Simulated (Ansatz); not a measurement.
Z-matrix (Å, degrees):
```
C
Si 1 1.862
H 1 1.092 2 111.0
H 1 1.094 2 110.2 3 119.8
H 1 1.093 2 111.0 3 -120.4
C 2 1.871 1 110.8 3 -179.3
O 2 1.661 1 105.2 3 -59.3
Si 2 2.356 1 111.0 3 59.4
H 6 1.094 2 110.7 1 -61.5
H 6 1.094 2 110.4 1 58.2
H 6 1.093 2 111.8 1 178.6
H 7 0.958 2 117.5 1 176.3
H 8 1.491 2 111.4 1 68.1
H 8 1.493 2 110.6 1 -172.6
H 8 1.490 2 111.8 1 -52.7
```

The species carries charge 0 and has multiplicity 1.

(1) List the PBE/def2-TZVPP orbital energies in eV (the Gaussian-basis code of Ansatz). (Estimate.)

## Answers

(1) Ansatz gave: Occupied: -1779.69, -1779.10, -510.15, -268.49, -268.45, -137.34, -136.90, -94.12, -94.07, -94.04, -93.63, -93.63, -93.61, -24.85, -17.54, -16.90, -13.50, -12.89, -10.53, -10.14, -10.00, -9.68, -9.56, -8.65, -8.37, -8.17, -8.03, -7.16, -6.21. Lowest empty: -0.69, -0.24, 0.02, 0.59, 1.13, 1.20, 1.50, 1.72.
